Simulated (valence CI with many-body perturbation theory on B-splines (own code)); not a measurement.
# From CI to CI+MBPT in Lu48+

Computed by relativistic CI+MBPT: five valence electrons over a frozen Dirac-Fock core [Ar], a basis of 7 s, 7 p, 8 d, 6 f, 4 g, 1 h functions for each j, with the one-electron correlation potential Σ1, the two-electron term Σ2, the three-electron term Σ3, Breit, model QED; selected CI, second order for the rest (own B-spline code, finite nucleus).

No measured spectrum was set against this ion. As an estimate, large intervals hold to a few tenths of a per cent, small ones and those within an open d or f shell to about a per cent. Among the levels kept, up to 250 cm⁻¹ of a level comes from second order outside the variational space, and about a tenth of that is noise between levels of different J, which matters for small intervals. The list stops below the first excitations out of the core. Only levels of the ground parity were solved; by the run's estimate the other parity begins above the list, which can be wrong where configurations are misplaced.

Each rung adds one term. CI alone is the Dirac-Coulomb CI over the frozen core; QED comes last and gives the full result, which names the levels. Energies are above (3d3/2^4 3d5/2) J=5/2 on the same rung, in cm⁻¹.

Levels are named by their leading jj configuration (3d3/2^4 stands for four electrons in 3d with j = 3/2), which in mixed levels can hold well under half, so a name can repeat and another be missing. Letters in brackets count levels of one name in rising energy.

```csv
Level,CI alone
(3d3/2^3 3d5/2^2) J=5/2 [a],373611
(3d3/2^3 3d5/2^2) J=7/2 [a],471831
(3d3/2^3 3d5/2^2) J=11/2,490883
(3d3/2^3 3d5/2^2) J=3/2 [a],481388
(3d3/2^3 3d5/2^2) J=9/2,528004
(3d3/2^3 3d5/2^2) J=5/2 [b],552944
(3d3/2^3 3d5/2^2) J=1/2,574415
(3d3/2^3 3d5/2^2) J=7/2 [b],591051
(3d3/2^3 3d5/2^2) J=3/2 [b],708762
(3d3/2^2 3d5/2^3) J=5/2 [a],835772
(3d3/2^2 3d5/2^3) J=7/2 [a],907415
(3d3/2^2 3d5/2^3) J=11/2,918263
(3d3/2^2 3d5/2^3) J=9/2 [a],932229
(3d3/2^2 3d5/2^3) J=13/2,965940
(3d3/2^2 3d5/2^3) J=1/2 [a],957625
(3d3/2^2 3d5/2^3) J=3/2 [a],967911
```

Problem. What do these energies become with core correlation, Breit and QED?

Solution. (3d3/2^3 3d5/2^2) J=5/2 [a] 373552 (-59); (3d3/2^3 3d5/2^2) J=7/2 [a] 464398 (-7432); (3d3/2^3 3d5/2^2) J=11/2 475104 (-15779); (3d3/2^3 3d5/2^2) J=3/2 [a] 477515 (-3874); (3d3/2^3 3d5/2^2) J=9/2 515992 (-12013); (3d3/2^3 3d5/2^2) J=5/2 [b] 542820 (-10125); (3d3/2^3 3d5/2^2) J=1/2 566967 (-7447); (3d3/2^3 3d5/2^2) J=7/2 [b] 578708 (-12343); (3d3/2^3 3d5/2^2) J=3/2 [b] 701771 (-6990); (3d3/2^2 3d5/2^3) J=5/2 [a] 831052 (-4721); (3d3/2^2 3d5/2^3) J=7/2 [a] 895818 (-11597); (3d3/2^2 3d5/2^3) J=11/2 900072 (-18191); (3d3/2^2 3d5/2^3) J=9/2 [a] 915561 (-16668); (3d3/2^2 3d5/2^3) J=13/2 939226 (-26714); (3d3/2^2 3d5/2^3) J=1/2 [a] 949767 (-7858); (3d3/2^2 3d5/2^3) J=3/2 [a] 959446 (-8466).

Problem. How does the ionisation energy move along the ladder, and which term matters most?

Solution. CI alone 4198.7, + Σ1 4200.9, + Σ2 4211.7, + Σ3 4212.0, + Breit 4210.3, + QED 4210.4 eV. The largest step is Σ2, 10.8 eV. NIST lists 4211 ± 4 eV (theoretical).
